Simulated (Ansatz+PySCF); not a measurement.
Two shapes of singlet BeH₂.

Shape 1:

```xyz
3

H     0.0000    0.0000   -1.3391
Be    0.0000    0.0000    0.0000
H     0.0000    0.0000    1.3391
```

Shape 2:

```xyz
3

H     0.0167   -0.0469   -1.3340
Be    0.0020    0.0104   -0.0489
H    -0.0145    0.0393    1.3664
```

Basis set: def2-SVP (spherical functions). All electrons are correlated. Charge 0, multiplicity 1.

Computed with Ansatz (development build ahead of 0.2.0); each method stands on the lowest determinant of its kind that the runs found.

Q: Which shape is lower in energy, and by how much in each method?

A:

| method | E(2) − E(1) (eV) |
| --- | --- |
| RHF | 0.068 |
| UHF-CCSD | 0.066 |
| PBE (restricted) | 0.061 |
| PBE (unrestricted) | 0.061 |
| ωB97X (restricted) | 0.064 |

Shape 1 is lower.
